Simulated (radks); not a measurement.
Neutral erbium inside a hard spherical wall (all orbitals vanish at R), configuration held at [Xe] 4f12 6s2 and not refilled when levels cross. Method: scalar-relativistic Kohn-Sham, LDA (Slater exchange, VWN5 correlation), spin-polarised, spherical densities, point nucleus; open shells are filled with parallel spins first (spin-orbit coupling, left out, can overturn this in heavy ions); computed with a radial shooting solver on a logarithmic mesh with Libxc functionals. Eigenvalues in eV for spin up, with the zero of energy where the potential of the charges vanishes at infinity; a dash marks a level that is unbound or too diffuse for the functional's potential to be trusted. A positive occupied level is held by the wall or, in an anion where self-interaction has pushed it up, behind a barrier. The pressure on the wall is -dE/dV.

R (bohr)  E (hartree)  kinetic (hartree)    e(5s)    e(5p)   e(4f)   e(6s)  e(6p, empty)  e(5d, empty)  pressure (GPa)
free      -13078.1651          14177.300  -52.422  -26.819  -4.047  -4.011        -1.190        -1.137               0
20        -13078.1651          14177.300  -52.422  -26.819  -4.047  -4.011        -1.190        -1.136        < 0.0001
10        -13078.1631          14177.318  -52.289  -26.688  -3.917  -3.905        -0.868        -0.991          0.0454
7         -13078.1288          14177.518  -51.293  -25.712  -2.936  -2.895         1.041         0.033            1.66
5         -13077.9065          14178.434  -48.602  -23.141  -0.192   1.386         7.855         3.171            25.1
4         -13077.3819          14180.423  -45.132  -19.867   3.601   9.474        19.471         7.810             138
3         -13075.0967          14189.043  -35.819  -10.443  14.638  37.582        55.507        21.555            1250
2         -13058.8154          14244.057    4.345   36.004  58.872  177.12        213.78        84.561           24600
1.5       -13013.2027          14383.068   97.303   144.66  132.68  462.66        518.51        217.82          184000
